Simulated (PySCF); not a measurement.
Computed IR spectrum (relative IR intensity) of a molecule C2H3O2, multiplicity 2. The structure is a stationary point at PBE-D3(BJ)/def2-SVP. The values are those of a single conformer. Calculation: PBE-D3(BJ)/def2-SVP (PySCF). Frequencies are harmonic and unscaled.

```tsv
ν (cm⁻¹)	relative intensity
253	12
279	15
314	3.1
726	2.5
996	32
1127	9.7
1190	26
1342	3.8
1784	100
2994	13
```

Task: Identify the compound among the candidates.
A. CO[C]=O
B. [CH2]OC=O
C. CC([O])=O
D. [CH2]C(=O)O

Result: B, [CH2]OC=O
